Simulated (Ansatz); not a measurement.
One change: `N[BH][Al]([Cl])[Cl]` becomes `C=[CH][Al]([Cl])[Cl]`.

Ansatz, PBE0-D4/def2-TZVP geometries, multiplicity 1. Each molecule was computed in one conformer, which needn't be the lowest.

```json
{"property": "size of the dipole moment (B3LYP/def2-TZVPP) / D", "`N[BH][Al]([Cl])[Cl]`": "3.59"}
{"property": "HOMO energy (B3LYP/def2-TZVPP) / eV", "`N[BH][Al]([Cl])[Cl]`": "-7.61"}
{"property": "zero-point energy (PBE0-D4/def2-TZVP) / kJ/mol", "`N[BH][Al]([Cl])[Cl]`": "115.6"}
{"property": "LUMO energy (ωB97M-V/def2-TZVPP) / eV", "`N[BH][Al]([Cl])[Cl]`": "-0.10"}
{"property": "size of the dipole moment (ωB97M-V/def2-TZVPP) / D", "`N[BH][Al]([Cl])[Cl]`": "3.57"}
{"property": "HOMO–LUMO gap (B3LYP/def2-TZVPP) / eV", "`N[BH][Al]([Cl])[Cl]`": "5.52"}
```

Q: What does the change do to each property? (An estimate is asked.)

A: The calculation gave: 
```json
{"property": "size of the dipole moment (B3LYP/def2-TZVPP) / D", "`C=[CH][Al]([Cl])[Cl]`": "2.14", "shift": "-1.45"}
{"property": "HOMO energy (B3LYP/def2-TZVPP) / eV", "`C=[CH][Al]([Cl])[Cl]`": "-8.27", "shift": "-0.66"}
{"property": "zero-point energy (PBE0-D4/def2-TZVP) / kJ/mol", "`C=[CH][Al]([Cl])[Cl]`": "119.2", "shift": "3.6"}
{"property": "LUMO energy (ωB97M-V/def2-TZVPP) / eV", "`C=[CH][Al]([Cl])[Cl]`": "0.26", "shift": "0.36"}
{"property": "size of the dipole moment (ωB97M-V/def2-TZVPP) / D", "`C=[CH][Al]([Cl])[Cl]`": "2.11", "shift": "-1.46"}
{"property": "HOMO–LUMO gap (B3LYP/def2-TZVPP) / eV", "`C=[CH][Al]([Cl])[Cl]`": "6.45", "shift": "0.93"}
```

With PBE0 the HOMO falls by 0.72 eV and the LUMO rises by 0.31 eV, so the gap widens by about 1.03 eV. PBE moves the HOMO by -0.81 eV and ωB97M-V by -0.87 eV. Dipoles are sizes alone; their direction can turn.

B3LYP here is the variant with VWN-RPA as its local correlation; programs differ in this.
